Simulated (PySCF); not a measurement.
## Excitation energy of Ca by level of theory

Ca [Ar] 4s2 (1S) → Ca [Ar] 4p2 (3P), as a difference of total energies. Computed with PySCF 2.14 in x2c-TZVPPall (6s5p3d, 36 functions), with the spin-free X2C one-electron Hamiltonian (Gaussian nucleus). Correlated levels: valence: [Ar] frozen; valence and next inner shell: [Ne] frozen. The calculations carry no spin-orbit coupling.

Q: Order these methods by the excitation energy they give, lowest first.
A. PBE
B. wB97M-V
C. LC-wPBE
D. UHF

A: D (33762 cm⁻¹), A (34741 cm⁻¹), C (36840 cm⁻¹), B (40757 cm⁻¹).

Errors of the correlated levels include the incompleteness of this basis and the frozen core.

The basis was made for the ground configuration and has no added diffuse functions, so the excitation energy can come out too high.

For comparison: 38508 cm⁻¹ (measured; NIST levels, between the centres of gravity of the two terms).
